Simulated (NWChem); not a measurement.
System: C2H5FSi; SMILES C=C[SiH2]F

NWChem input:

```
start job
memory heap 200 mb stack 900 mb global 1100 mb
geometry units angstroms noautosym nocenter noautoz
  Si    -0.525964    -0.720603     0.000657
  F      1.040491    -1.221009    -0.000484
  C     -0.518676     1.144847    -0.001368
  C      0.628215     1.853719     0.000897
  H     -1.193402    -1.274583     1.228333
  H     -1.196596    -1.276915    -1.224217
  H     -1.483619     1.686717    -0.004750
  H      0.638147     2.957445    -0.000292
  H      1.610745     1.351156     0.003869
end
basis spherical
  * library aug-cc-pvdz
end
dft
  xc pbe0
  iterations 150
end
property
  response 1 0.0428
end
task dft property
```

Parts of the log:

```
             Northwest Computational Chemistry Package (NWChem) 7.3.0
             --------------------------------------------------------

                             Geometry "geometry" -> ""
                             -------------------------

 Output coordinates in angstroms (scale by  1.889725989 to convert to a.u.)

  No.       Tag          Charge          X              Y              Z
 ---- ---------------- ---------- -------------- -------------- --------------
    1 Si                  14.0000    -0.52596400    -0.72060300     0.00065700
    2 F                    9.0000     1.04049100    -1.22100900    -0.00048400
    3 C                    6.0000    -0.51867600     1.14484700    -0.00136800
    4 C                    6.0000     0.62821500     1.85371900     0.00089700
    5 H                    1.0000    -1.19340200    -1.27458300     1.22833300
    6 H                    1.0000    -1.19659600    -1.27691500    -1.22421700
    7 H                    1.0000    -1.48361900     1.68671700    -0.00475000
    8 H                    1.0000     0.63814700     2.95744500    -0.00029200
    9 H                    1.0000     1.61074500     1.35115600     0.00386900

 Effective nuclear repulsion energy (a.u.)     157.3045370551

                              NWChem Property Module
                              ----------------------

                                 NWChem DFT Module
                                 -----------------

 Summary of "ao basis" -> "ao basis" (spherical)
 ------------------------------------------------------------------------------
       Tag                 Description            Shells   Functions and Types
 ---------------- ------------------------------  ------  ---------------------
 Si                       aug-cc-pvdz               11       27   5s4p2d
 F                        aug-cc-pvdz                9       23   4s3p2d
 C                        aug-cc-pvdz                9       23   4s3p2d
 H                        aug-cc-pvdz                5        9   3s2p

            General Information
            -------------------
          SCF calculation type: DFT
          Wavefunction type:  closed shell.
          No. of atoms     :     9
          No. of electrons :    40
           Alpha electrons :    20
            Beta electrons :    20
          Charge           :     0
          Spin multiplicity:     1
          Use of symmetry is: off; symmetry adaption is: off
          Maximum number of iterations: 150
          AO basis - number of functions:   141
                     number of shells:    63
          Convergence on energy requested:  1.00D-06
          Convergence on density requested:  1.00D-05
          Convergence on gradient requested:  5.00D-04

              XC Information
              --------------
                         PBE0 Method XC Functional
                     Hartree-Fock (Exact) Exchange  0.250
          PerdewBurkeErnzerhof Exchange Functional  0.750
            Perdew 1991 LDA Correlation Functional  1.000 local
           PerdewBurkeErnz. Correlation Functional  1.000 non-local

             Grid Information
             ----------------
          Grid used for XC integration:  medium
          Radial quadrature: Mura-Knowles
          Angular quadrature: Lebedev.
          Tag              B.-S. Rad. Rad. Pts. Rad. Cut. Ang. Pts.
          ---              ---------- --------- --------- ---------
          Si                  1.10       88          15.0       590
          F                   0.50       49          14.0       434
          C                   0.70       49          15.0       434
          H                   0.35       45          16.0       434
          Grid pruning is: on
          Number of quadrature shells:   460
          Spatial weights used:  Erf1

      Superposition of Atomic Density Guess
      -------------------------------------

 Sum of atomic energies:        -466.05530344

      Non-variational initial energy
      ------------------------------

 Total energy =    -467.586280
 1-e energy   =    -955.122354
 2-e energy   =     330.231537
 HOMO         =      -0.333933
 LUMO         =      -0.024765

   convergence    iter        energy       DeltaE   RMS-Dens  Diis-err
 ---------------- ----- ----------------- --------- --------- ---------
 d= 0,ls=0.0,diis     1   -468.2227802525 -6.26D+02  1.28D-02  5.30D-01
 d= 0,ls=0.0,diis     2   -468.2027730629  2.00D-02  4.66D-03  9.37D-01
 d= 0,ls=0.0,diis     3   -468.2813463825 -7.86D-02  9.71D-04  2.14D-02
 d= 0,ls=0.0,diis     4   -468.2828589799 -1.51D-03  4.43D-04  2.41D-03
 d= 0,ls=0.0,diis     5   -468.2830983631 -2.39D-04  1.39D-04  4.98D-04
  Resetting Diis
 d= 0,ls=0.0,diis     6   -468.2831649647 -6.66D-05  3.50D-05  1.67D-05
 d= 0,ls=0.0,diis     7   -468.2831672043 -2.24D-06  2.71D-05  1.50D-06
 d= 0,ls=0.0,diis     8   -468.2831671250  7.93D-08  1.31D-05  2.05D-06
 d= 0,ls=0.0,diis     9   -468.2831674156 -2.91D-07  1.16D-06  2.88D-08

         Total DFT energy =     -468.283167415607
      One electron energy =     -958.526551282672
           Coulomb energy =      376.676418937846
    Exchange-Corr. energy =      -43.737572125918
 Nuclear repulsion energy =      157.304537055136

 Numeric. integr. density =       39.999989792541

                       DFT Final Molecular Orbital Analysis
                       ------------------------------------

 Vector   18  Occ=2.000000D+00  E=-3.589834D-01
              MO Center= -6.1D-01, -8.2D-01,  1.7D-04, r^2= 3.0D+00
   Bfn.  Coefficient  Atom+Function         Bfn.  Coefficient  Atom+Function
  ----- ------------  ---------------      ----- ------------  ---------------
    11      0.288414  1 Si pz                34     -0.289833  2 F  pz
    97      0.277717  5 H  s                106     -0.278138  6 H  s
    14      0.232104  1 Si pz                37     -0.198254  2 F  pz
    57      0.150277  3 C  pz                80      0.104143  4 C  pz
    60      0.098180  3 C  pz                21      0.085694  1 Si d  1

 Vector   19  Occ=2.000000D+00  E=-3.361276D-01
              MO Center= -2.9D-01,  6.3D-01,  3.3D-04, r^2= 3.4D+00
   Bfn.  Coefficient  Atom+Function         Bfn.  Coefficient  Atom+Function
  ----- ------------  ---------------      ----- ------------  ---------------
   134      0.373862  9 H  s                 56      0.358590  3 C  py
   125     -0.323241  8 H  s                 13     -0.318067  1 Si py
   116      0.301184  7 H  s                 10     -0.298494  1 Si py
    53     -0.241049  3 C  s                124     -0.210290  8 H  s
     5     -0.204107  1 Si s                115      0.203306  7 H  s

 Vector   20  Occ=2.000000D+00  E=-2.982954D-01
              MO Center= -8.8D-02,  1.1D+00,  2.2D-04, r^2= 2.7D+00
   Bfn.  Coefficient  Atom+Function         Bfn.  Coefficient  Atom+Function
  ----- ------------  ---------------      ----- ------------  ---------------
    80      0.383403  4 C  pz                57      0.375574  3 C  pz
    60      0.241862  3 C  pz                83      0.236921  4 C  pz
    14     -0.149219  1 Si pz                97     -0.138307  5 H  s
   106      0.138143  6 H  s                 11     -0.087456  1 Si pz
    19      0.072142  1 Si d -1              63      0.051893  3 C  pz

 Vector   21  Occ=0.000000D+00  E=-2.880417D-02
              MO Center=  5.8D-02,  1.3D+00,  2.0D-03, r^2= 3.7D+00
   Bfn.  Coefficient  Atom+Function         Bfn.  Coefficient  Atom+Function
  ----- ------------  ---------------      ----- ------------  ---------------
    86     -0.477926  4 C  pz                63      0.475174  3 C  pz
    80     -0.404548  4 C  pz                83     -0.355988  4 C  pz
    57      0.348923  3 C  pz                60      0.336660  3 C  pz
    99     -0.184594  5 H  s                108      0.179298  6 H  s
    19      0.120532  1 Si d -1              97     -0.088156  5 H  s

 Vector   22  Occ=0.000000D+00  E=-8.534480D-03
              MO Center=  2.3D-03, -2.7D-01, -2.8D-03, r^2= 1.0D+01
   Bfn.  Coefficient  Atom+Function         Bfn.  Coefficient  Atom+Function
  ----- ------------  ---------------      ----- ------------  ---------------
     5      1.260103  1 Si s                 15     -0.689226  1 Si px
    77      0.617548  4 C  s                126     -0.569397  8 H  s
   108     -0.535653  6 H  s                 99     -0.532013  5 H  s
    54     -0.360177  3 C  s                 76      0.359020  4 C  s
     4     -0.304085  1 Si s                117     -0.302415  7 H  s

 Vector   23  Occ=0.000000D+00  E= 1.788059D-03
              MO Center= -2.0D+00,  1.3D+00, -3.2D-03, r^2= 1.3D+01
   Bfn.  Coefficient  Atom+Function         Bfn.  Coefficient  Atom+Function
  ----- ------------  ---------------      ----- ------------  ---------------
     5      2.369564  1 Si s                117     -1.996836  7 H  s
    77      0.968221  4 C  s                 62      0.939663  3 C  py
    61     -0.780851  3 C  px                99     -0.687931  5 H  s
   108     -0.686895  6 H  s                126     -0.420038  8 H  s
   116     -0.386726  7 H  s                 53      0.338768  3 C  s

     Multipole analysis of the density
     ---------------------------------

     L   x y z        total         alpha         beta         nuclear
     -   - - -        -----         -----         ----         -------
     0   0 0 0     -0.000000    -20.000000    -20.000000     40.000000

     1   1 0 0     -0.465429     -1.209166     -1.209166      1.952903
     1   0 1 0      0.499726     -0.088108     -0.088108      0.675942
     1   0 0 1      0.000154     -0.004609     -0.004609      0.009371

     2   2 0 0    -23.242498    -57.433554    -57.433554     91.624609
     2   1 1 0      1.279137     -2.764981     -2.764981      6.809099
     2   1 0 1      0.007324     -0.014834     -0.014834      0.036993
     2   0 2 0    -22.796817   -128.960368   -128.960368    235.123919
     2   0 1 1     -0.003205      0.010484      0.010484     -0.024172
     2   0 0 2    -24.942498    -17.841364    -17.841364     10.740230

 *** CALLING NEW AORESP DRIVER FOR CLOSED AND OPEN SHELLS ***
 Entering AOResponse driver routine

--------------------------------------------------------------------------------

          -----------------------------------------------
          Solving response equations for perturbing field
          -----------------------------------------------

 number of frequencies:     1
 frequency in a.u.:  0.4280000E-01
 Perturbing field: electric
 Using El. Dipole Length Gauge

 Setting up CPKS with frequency omega =      0.04280000 a.u.

                            NWChem Dynamic CPHF Module
                            --------------------------

    scftype = RHF
    nclosed =   20
      nopen =    0
  variables =     4840
  num. vecs =        3
  tolerance =   1.0D-04
  max. iter =   50

 SCF residual:    6.3409126626476844E-005

Iterative solution of linear equations
  No. of variables     4840
  No. of equations        3
  Maximum subspace       30
       Convergence  1.0D-04

   iter   nsub   residual    time
   ----  ------  --------  ---------
     1      3    5.34D+00     116.9
     2      6    2.95D+00     154.0
     3      9    5.47D-01     192.7
     4     12    9.23D-02     229.3
     5     15    1.23D-02     285.4
     6     18    2.41D-03     323.1
     7     21    3.78D-04     360.0
     8     24    9.46D-05     397.3

 Electric Dipole Response Matrix (nonzero elements):

              1        2        3
    1   54.8578   9.6598   0.0227
    2    9.6597  62.5858  -0.0017
    3    0.0227  -0.0017  44.3507

 ------------------------------------------
 average:        53.93145 + I       0.00000

 DFT Linear Response polarizability / au
 Frequency  =       0.0428000 / au
 Wavelength =    1064.5643224 / nm
              X              Y              Z
 -----------------------------------------------
 X      54.8577986      9.6597697      0.0227028
 Y       9.6596912     62.5858388     -0.0016858
 Z       0.0227063     -0.0016820     44.3507106
 -----------------------------------------------
 Eigenvalues =      48.3179849     69.1257559     44.3506072
 Isotropic   =      53.9314493
 Anisotropic =      23.0489850
 -----------------------------------------------

 Magnetic Dipole Response Matrix (nonzero elements):
```

Level: PBE0/aug-cc-pVDZ. Coordinates come from a PBE-D3(BJ)/def2-SVP optimisation.
